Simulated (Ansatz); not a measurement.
Start from `[F][GeH2][AlH2]` and change one element to get `F[SiH2][AlH2]`.

Ansatz, PBE0-D4/def2-TZVP geometries, multiplicity 1. 

Scalar relativity is left out up to krypton.

```json
{"property": "HOMO energy (B3LYP/def2-TZVPP) / eV", "`[F][GeH2][AlH2]`": "-7.61"}
{"property": "size of the dipole moment (PBE/def2-TZVPP) / D", "`[F][GeH2][AlH2]`": "2.21"}
{"property": "LUMO energy (PBE0/def2-TZVPP) / eV", "`[F][GeH2][AlH2]`": "-2.37"}
{"property": "size of the dipole moment (B3LYP/def2-TZVPP) / D", "`[F][GeH2][AlH2]`": "2.40"}
{"property": "LUMO energy (ωB97M-V/def2-TZVPP) / eV", "`[F][GeH2][AlH2]`": "-0.72"}
{"property": "LUMO energy (B3LYP/def2-TZVPP) / eV", "`[F][GeH2][AlH2]`": "-2.57"}
```

Q: What does the change do to each property? (Best estimate.)

A: The calculation gave: 
```json
{"property": "HOMO energy (B3LYP/def2-TZVPP) / eV", "`F[SiH2][AlH2]`": "-7.47", "shift": "0.14"}
{"property": "size of the dipole moment (PBE/def2-TZVPP) / D", "`F[SiH2][AlH2]`": "1.21", "shift": "-1.00"}
{"property": "LUMO energy (PBE0/def2-TZVPP) / eV", "`F[SiH2][AlH2]`": "-2.27", "shift": "0.10"}
{"property": "size of the dipole moment (B3LYP/def2-TZVPP) / D", "`F[SiH2][AlH2]`": "1.34", "shift": "-1.06"}
{"property": "LUMO energy (ωB97M-V/def2-TZVPP) / eV", "`F[SiH2][AlH2]`": "-0.62", "shift": "0.10"}
{"property": "LUMO energy (B3LYP/def2-TZVPP) / eV", "`F[SiH2][AlH2]`": "-2.46", "shift": "0.11"}
```

With PBE0 the HOMO rises by 0.15 eV and the LUMO rises by 0.10 eV, so the gap narrows by about 0.05 eV. PBE moves the HOMO by 0.12 eV and ωB97M-V by 0.17 eV. Dipoles are sizes alone; their direction can turn.

B3LYP here is the variant with VWN-RPA as its local correlation; programs differ in this.
